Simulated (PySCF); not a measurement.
1,2,4-triazole cation (C2H3N3), SMILES [nH]1cncn1 (connectivity only; charge and spin as stated), charge +1, multiplicity 2. Atoms are numbered in the order given.

```xyz
8

C      0.0761     1.1971     0.0000
N      1.0797     0.3066     0.0000
C      0.6385    -0.9480     0.0000
N     -0.6749    -0.8295     0.0000
N     -1.0135     0.4688     0.0000
H      0.1364     2.2855     0.0000
H      1.2429    -1.8565     0.0000
H     -1.4052    -1.5446     0.0000
```
Charge +1, spin multiplicity 2.

The structure is a stationary point at PBE0-D3(BJ)/def2-SVP. The spin state was assumed, not searched.

Two levels are set side by side: PBE/pcH-1 (PySCF) and B3LYP/pcH-1 (PySCF). Contact hyperfine couplings, same geometry. Differences are taken from unrounded values.

```tsv
quantity	PBE
A(iso) of 13C, atom C1 (MHz)	-37.4
A(iso) of 14N, atom N2 (MHz)	79.0
A(iso) of 13C, atom C3 (MHz)	96.4
A(iso) of 14N, atom N4 (MHz)	41.1
A(iso) of 14N, atom N5 (MHz)	41.2
A(iso) of 1H, atom H6 (MHz)	-3.5
A(iso) of 1H, atom H7 (MHz)	-1.4
A(iso) of 1H, atom H8 (MHz)	-5.3
```

Task: These are the PBE values. What does B3LYP give? (The exact figures need the calculation; the answer reports its results.)

Result: 
| quantity | B3LYP | PBE minus B3LYP |
|---|---|---|
| A(iso) of 13C, atom C1 (MHz) | -50.7 | 13.3 |
| A(iso) of 14N, atom N2 (MHz) | 92.1 | -13.1 |
| A(iso) of 13C, atom C3 (MHz) | 92.4 | 4.0 |
| A(iso) of 14N, atom N4 (MHz) | 39.6 | 1.5 |
| A(iso) of 14N, atom N5 (MHz) | 30.3 | 10.9 |
| A(iso) of 1H, atom H6 (MHz) | -3.8 | 0.3 |
| A(iso) of 1H, atom H7 (MHz) | -1.0 | -0.4 |
| A(iso) of 1H, atom H8 (MHz) | -5.9 | 0.6 |

Rough cost on one machine, each run with all the roots and properties that it gave: B3LYP against PBE within a factor of 2.
